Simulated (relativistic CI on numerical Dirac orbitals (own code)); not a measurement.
# C II: what numerical and physical settings do to a radial Dirac CI calculation

Reference input:

```
atom C  Z=6  charge=1  electrons=5
nucleus A=12  rms_radius_fm=2.4702
hamiltonian dirac-coulomb  breit=on  qed=on  c_scale=1
orbitals kli  potential=per-configuration
slater_scale 1
correlation none
mixing on
grid step=0.0125 r_max=34.5
scf mixing=0.4 start=green max_iterations=150 tolerance=2e-08 node_fill=0.05
configurations
  [He] 2s2 2p
  [He] 2s 2p2
  [He] 2p3
end
```

Computed lowest total energy -37.34223 Ha, first excitation 59.5 cm⁻¹, 27 SCF steps. Runs with settings changed; * marks those that are bad on purpose (the QED terms keep the true α when c is scaled):

```
                         Changed        Outcome  Lowest level   ΔE (Ha)  First excitation (cm⁻¹)  SCF steps                                                   Message
                Slater scale 0.6      converged  2s²2p ²P°1/2    0.0243                     61.8         27                                                          
node fill of the KLI weights 0.5      converged  2s²2p ²P°1/2   0.00253                     63.8         30                                                          
                   QED terms off      converged  2s²2p ²P°1/2  -0.00167                     59.3         27                                                          
             speed of light × 10      converged  2s²2p ²P°1/2    0.0136                      0.6         27                                                          
                 grid step 0.3 *  not converged                                                           1  SCF of 1s2 2s2 2p stopped: an orbital could not be found
         speed of light × 0.05 *      converged  2s²2p ²P°1/2     -9.84                  12709.6         31
```

With so few configurations and no correlation, terms lie too far apart (by 10 to 50 % near neutrality), their order can be wrong, and levels of other configurations are missing.
